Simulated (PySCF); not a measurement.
**r²SCAN beside CCSD(T) along group 13: bonds to H**

r²SCAN and CCSD(T) in PySCF with def2-TZVPPD on every atom (core potentials on In), for the lowest determinant that a PBE0 search found; no spin–orbit coupling.

| molecule | state (unpaired electrons) | r²SCAN Re (Å) | r²SCAN ωe (cm⁻¹) | r²SCAN De (eV) | CCSD(T) Re (Å) | CCSD(T) ωe (cm⁻¹) | CCSD(T) De (eV) |
| --- | --- | --- | --- | --- | --- | --- | --- |
| BH | singlet (closed shell) | 1.241 | 2304 | 3.44 | ? | ? | ? |
| AlH | singlet (closed shell) | 1.661 | 1640 | 3.03 | 1.652 | 1678 | 3.15 |
| GaH | singlet (closed shell) | 1.673 | 1598 | 2.92 | 1.664 | 1621 | 3.00 |
| InH | singlet (closed shell) | 1.848 | 1457 | 2.69 | 1.837 | 1486 | 2.75 |

Task: Estimate the CCSD(T) values of BH by adding the mean shift from r²SCAN to CCSD(T) of the other rows, and compare with the calculation.

Result: The mean shifts are -1.0 pm, +30 cm⁻¹ and +0.09 eV, which give 1.231 Å, 2334 cm⁻¹ and 3.53 eV. CCSD(T)/def2-TZVPPD gives Re = 1.234 Å, ωe = 2357 cm⁻¹, De = 3.62 eV.

Task: What are the mean differences of r²SCAN from CCSD(T) over the whole series?

Result: Re +0.9 pm, ωe -36 cm⁻¹, De -0.11 eV.

In a basis of this size CCSD(T) is itself not converged; it tends to give bonds that are too long and too weak.

Correlated steps freeze the inner cores (1 to 9 orbitals); shallow outer-core shells are correlated. Spin–orbit coupling is left out, which matters for elements this heavy, above all for dissociation energies. Where the molecule has an RHF reference, its open-shell atoms are computed with UHF.
